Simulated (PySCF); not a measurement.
# How methods differ on the ionisation energy of Fe²³⁺

Fe²³⁺ [He] 2s1 [2s1/2^1, M_J = 1/2] → Fe²⁴⁺ 1s2, as a difference of total energies. Computed with PySCF 2.14 in an uncontracted even-tempered set (17 s from 6.6 bohr⁻², ratio 2.4; 11 p from 8.6 bohr⁻², ratio 2.4; 5 d from 27 bohr⁻², ratio 2.6; 4 f from 40 bohr⁻², ratio 2.6), with the two-component X2C-1e Hamiltonian. Correlated levels: nothing frozen; the 34 highest virtual spinors dropped. "Screened" scales the spin-orbit matrix elements by Boettger's factors to mimic the two-electron term; Breit and QED terms are absent.

```tsv
method	ionisation energy (eV)	difference from reference (eV)
GHF (screened spin-orbit)	2046.3	+0.5
GMP2 (screened spin-orbit)	2046.5	+0.7
```

Reference: 2045.8 eV (theoretical estimate listed by NIST; NIST Atomic Spectra Database, ionization energies).
